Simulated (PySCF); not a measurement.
## Computed properties of C3H10ClNSi, SMILES CN[C@@H](C)[SiH2]Cl

C3H10ClNSi, SMILES CN[C@@H](C)[SiH2]Cl. Geometry: B3LYP-D3(BJ)/def2-SVP. The structure was generated by enumeration; whether it is a known compound was not checked. The values are those of a single conformer. All values are computed for the isolated molecule unless a solvent is named; none is compared with measurement here.

**Structure.** All 42 harmonic modes at B3LYP-D3(BJ)/def2-SVP (PySCF) are real, so it is a minimum. With heavy atoms numbered as in [CH3:1][NH:2][C@@H:3]([CH3:4])[SiH2:5][Cl:6], the shortest bond between them is C1–N2 at 1.451 Å and the longest Si5–Cl6 at 2.098 Å.

**Vibrations.** The strongest infrared lines (harmonic, unscaled, degenerate partners summed) lie at 874 cm⁻¹ (258 km/mol, H 89 %, Si 9 %), 2252 cm⁻¹ (120 km/mol, H 96 %), 953 cm⁻¹ (99 km/mol, H 94 %). The softest mode is at 61 cm⁻¹ and the zero-point energy is 81.1 kcal/mol.

**Electronic structure.** PBE0/def2-TZVP (PySCF) places the frontier levels at -6.59 and 0.52 eV, a gap of 7.11 eV, and gives a dipole moment of 2.81 D and a mean polarisability of 83.8 bohr³. PBE/def2-TZVP (PySCF) at the same geometry gives -5.26 and -0.39 eV, so its gap is 2.24 eV narrower. An orbital gap is neither the optical nor the fundamental gap.

**Excitations.** TDA-B3LYP/def2-SVPD (PySCF) has S1 at 5.59 eV (222 nm, f = 0.015, weak); the most intense of the 6 singlets computed lies at 6.53 eV (f = 0.08). T1 (TDA) is at 5.29 eV, 0.30 eV under S1. TDA-PBE/def2-SVPD (PySCF) puts S1 at 4.96 eV. No vertical singlet excitation falls in the visible range (under 3.1 eV).

**NMR.** GIAO shifts at B3LYP/pcSseg-1 (PySCF) (non-relativistic, atoms alike by connectivity averaged): ¹³C from 21.4 to 50.8 ppm against TMS; ¹H from -0.2 to 4.8 ppm against TMS; ²⁹Si at -20.4 ppm against TMS. Without spin–orbit terms, shifts of atoms bonded to Cl or Br come out too high.
